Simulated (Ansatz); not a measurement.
```yaml
crystal:
  periodic: [false, false, false]
  atoms:
    - {symbol: C, position_ang: [0.328465, -0.567944, 1.241618]}
    - {symbol: N, position_ang: [0.117623, -0.192930, 0.313220]}
    - {symbol: C, position_ang: [0.558727, -0.794298, -0.403797]}
    - {symbol: Ga, position_ang: [-0.565073, 0.820435, 0.070230]}
    - {symbol: B, position_ang: [-0.650360, 1.207248, -1.317004]}
    - {symbol: Br, position_ang: [-1.264975, 2.294819, -1.604377]}
    - {symbol: H, position_ang: [0.929799, -0.586701, 1.384752]}
    - {symbol: H, position_ang: [0.063879, -1.284652, 1.146285]}
    - {symbol: H, position_ang: [-0.000795, -0.104447, 1.514717]}
    - {symbol: H, position_ang: [0.402493, -0.517728, -0.941650]}
    - {symbol: H, position_ang: [0.259429, -1.519801, -0.320978]}
    - {symbol: H, position_ang: [1.324242, -0.705796, -0.326958]}
    - {symbol: H, position_ang: [-0.940385, 1.305258, 0.849706]}
    - {symbol: H, position_ang: [-0.395597, 0.813716, -1.707551]}
basis:
  gaussian: {orbitals: 6-31G, point_charges: [{charge: -1.00, position_ang: [5.743, -0.053, -0.091]}]}
magnetization: {spin_polarized: true, initial_magnetization: 2}
hamiltonian: {xc: {name: revPBE}}
accuracy: high
output: {forces: true}
```

```sh
$ ansatz run in.yaml --threads 2 --pin off --events-out ev --progress --plain --max-ram 32768MiB --backend cpu
```

Output, abridged:

```
Functional definition: revPBE
  name "revPBE"
  cite "Zhang & Yang, Phys. Rev. Lett. 80, 890 (1998) doi:10.1103/PhysRevLett.80.890"
  cite "Perdew, Burke & Ernzerhof, Phys. Rev. Lett. 77, 3865 (1996) doi:10.1103/PhysRevLett.77.3865"
  parameter kappa = 1.245
  parameter beta = 0.06672455060314922
  exchange = pbe_x(kappa = kappa, mu = beta*pi^2/3)
  correlation = pbe_c(beta = beta)
2428 factors; integrals over basis functions are off by at most 7.2e-9 eV
mean field evaluation 1: about -126602.0962 eV, gradient 9.9e1 eV
mean field evaluation 2: about -126332.4389 eV, gradient 2.2e2 eV
mean field evaluation 4: about -126636.8015 eV, gradient 5.0e1 eV
mean field evaluation 8: about -126647.1983 eV, gradient 3.4e-1 eV
mean field evaluation 16: about -126647.1886 eV, gradient 9.3e-5 eV
mean field -126647.18863206 eV, -4654.1983376805 hartree, gradient 7.7e-8 eV, S^2 2.002160; 1 other end points of the search recorded, 0 dependent functions left out
the calculation of the forces begins
reference -126647.18863762 eV, -4654.1983378849 hartree; 50, 48 occupied and 60, 62 virtual orbitals, 2428 factors
Total energy: -126647.18863762 eV, -4654.1983378849 hartree
Atom 0 at     0.328465    -0.567944     1.241618 Å, force   -20.984767   -37.476416     2.275276 eV/Å
Atom 1 at     0.117623    -0.192930     0.313220 Å, force     5.976267    -5.544881    -5.515383 eV/Å
Atom 2 at     0.558727    -0.794298    -0.403797 Å, force    20.693887   -37.081294    19.780961 eV/Å
Atom 3 at    -0.565073     0.820435     0.070230 Å, force   -23.607079    32.660555   -13.718211 eV/Å
Atom 4 at    -0.650360     1.207248    -1.317004 Å, force    -9.097790    11.972446    38.921023 eV/Å
Atom 5 at    -1.264975     2.294819    -1.604377 Å, force   -28.746457    51.378870   -15.766584 eV/Å
Atom 6 at     0.929799    -0.586701     1.384752 Å, force    76.185189    -3.023410    19.964917 eV/Å
Atom 7 at     0.063879    -1.284652     1.146285 Å, force   -10.208772   -28.726250     2.223734 eV/Å
Atom 8 at    -0.000795    -0.104447     1.514717 Å, force   -36.155324    47.852273    41.310660 eV/Å
Atom 9 at     0.402493    -0.517728    -0.941650 Å, force   -16.470874    28.722627   -67.890463 eV/Å
Atom 10 at     0.259429    -1.519801    -0.320978 Å, force    -8.001976   -25.618243     0.557553 eV/Å
Atom 11 at     1.324242    -0.705796    -0.326958 Å, force    29.699365     0.342657     1.268384 eV/Å
Atom 12 at    -0.940385     1.305258     0.849706 Å, force   -13.433935    17.384818    26.737538 eV/Å
Atom 13 at    -0.395597     0.813716    -1.707551 Å, force    34.220148   -52.830405   -50.159265 eV/Å
Dipole moment:     0.423372    -0.323543     0.019670 e Å
```

In this input the geometry is squeezed to about two thirds of its size. The calculation finished and met its thresholds. The result belongs to that input, not to the molecule as meant.
